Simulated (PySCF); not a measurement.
# Ga²⁺: excitation energy

Ga²⁺ [Ar] 3d10 4s1 (2S) → Ga²⁺ [Ar] 3d10 4p1 (2P), as a difference of total energies. Computed with PySCF 2.14 in def2-TZVPPD (7s5p5d1f, 54 functions), with the non-relativistic Hamiltonian (point nucleus). Correlated levels: valence and next inner shell: [Ne] frozen. The calculations carry no spin-orbit coupling.

| method | excitation energy (eV) |
| --- | --- |
| UHF | 7.609 |
| MP2 (valence and next inner shell) | 7.773 |
| SCS-MP2 (valence and next inner shell) | 7.745 |
| CCSD (valence and next inner shell) | 7.732 |
| CCSD(T) (valence and next inner shell) | 7.736 |

**Question.** How much does correlation contribute at CCSD(T) (valence and next inner shell)?

**Answer.** 7.736 − (7.609) = 0.127 eV, measured against UHF.

A first-order spin-orbit estimate (lowest level to lowest level, LS coupling) adds -0.111 eV.
